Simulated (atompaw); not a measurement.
**Pseudopotential generation for H: PAW (atompaw), LDA (PW92), non-relativistic.**

atompaw 4.2.0.5 was run on this input:

```
H 1
LDA-PW loggrid 1500 logderivrange -3 5 201
1 0 0 0 0 0
1 0 0.5
0 0 0
v
1
1.30 1.25 0.95 1.10
y
-0.15
n
y
0.45
n
custom polynom2 7 10 vanderbiltortho sinc
2 -0.5 troulliermartins
1.25
1.30
1.30
PWSCFOUT
UPFDX 0.0125d0 UPFXMIN -7.d0 UPFZMESH 1.d0
END
```

Command:

```bash
atompaw < H.input > H.log
```

Resulting log (summary file):

```
Completed calculations for H (AE)

 Exchange-correlation type: LDA, Perdew-Wang correlation

 Radial integration grid is logarithmic
 r0 =   6.3033849E-03 h =   6.3033849E-03   n =      1500 rmax =   8.0000000E+01

 Non-relativistic calculation

 AEatom converged in  15 iterations
   nz     =   1.00
   delta  =       2.110895472767E-17

 All Electron Orbital energies:
  n  l      occupancy      energy
  1  0      5.0000000E-01 -9.0620143E-01

 Total energy
   Total                    :       -0.55017300838666

 ---
 Completed calculations for H (SC)

 Exchange-correlation type: LDA, Perdew-Wang correlation

 Radial integration grid is logarithmic
 r0 =   6.3033849E-03 h =   6.3033849E-03   n =      1500 rmax =   8.0000000E+01

 Non-relativistic calculation

 SCatom converged in   1 iterations
   nz     =   1.00
   delta  =       1.294694508698E-20

 Valence Electron Orbital energies:
  n  l      occupancy      energy
   1  0      5.0000000E-01 -9.0620143E-01

 Total energy
   Total                    :       -0.55017300838610
   Valence                  :       -0.55017300838610

 PAW parameters:
       lmax =            1
         rc =    1.2984252790323771
        irc =          847
   rc_shape =    1.2500015102881010
    rc_vloc =   0.94571194157889782
    rc_core =    1.0942396291155736
   Vloc: Norm-conserving Troullier-Martins with l= 2;e=  -5.0000E-01
   Projector type: improved polynomial pseudization + Vanderbilt ortho.
   Sinc^2 compensation charge shape zeroed at   1.2500E+00

 Number of basis functions     3
 No.   n  nodes  l      Energy         Cp coeff         Occ
  1    1    0    0   -0.9062014E+00 -0.6084676E+04  0.5000000E+00
  2  999    1    0   -0.1500000E+00 -0.1429592E+04  0.0000000E+00
  3  999    0    1    0.4500000E+00 -0.2568116E+03  0.0000000E+00

 Eigenvalues of overlap operator (in the basis of projectors):
    1        8.27891396E-01
    2        1.57644095E+04
    3        3.42369586E+07

 Orbital leakage outside PAW augmentation regions
   orb  is_core?  %out_of_sphere
   1 0    F          49.89

 Summary of PAW energies
   Total valence energy     :     -0.55017300928071
   Smooth energy            :      0.90237920657443
   One center               :     -1.45255221585515
   Smooth kinetic           :      0.42423973872926
   Vloc energy              :     -0.05880376777766
   Smooth exch-corr         :     -0.18758179710280
   One-center xc            :     -0.02424578913751
```

The run took about 0.17 s on one core of a shared server CPU.
